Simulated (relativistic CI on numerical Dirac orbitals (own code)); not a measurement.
Calculated at this level of theory: Dirac-Coulomb-Breit CI, orbitals from a KLI potential per configuration, model QED (radiative potential, 1s self-energy scaled to tabulated hydrogen-like ionisation energies), unscaled Slater integrals (own radial code, finite nucleus).

The strongest absorption lines from the ground level of an ion, among the configurations computed and to levels below about 19100 eV (vacuum wavelength in Å, gf): 0.6530 (0.041), 0.6572 (0.026), 0.7224 (0.094), 0.7326 (0.064), 0.9374 (0.33), 0.9797 (0.27), 5.8318 (0.28), 58.305 (0.012).

Which ion is it?
A. Pt LXXVI
B. Hf LXX
C. Th LXXXVIII
D. Pt LXXVIII

A. Pt LXXVI has 3 electrons and the ground level 2s 2S_1/2; the strongest line goes to 3p 2P°_3/2. The pattern of lines fixes the number of electrons, and along that sequence the line energies rise steadily with the charge (about as its square where n changes within one kind of shell, about linearly where n is kept but much faster in heavy ions where fine structure, which grows about as Z⁴, sets the gap, and irregularly where shells cross), which fixes Z. Configurations outside the model, such as inner-shell arrays, can give stronger lines. At this charge energies of transitions that change n are usually good to better than 1 %, and those within a shell (Δn = 0) to a few per cent.
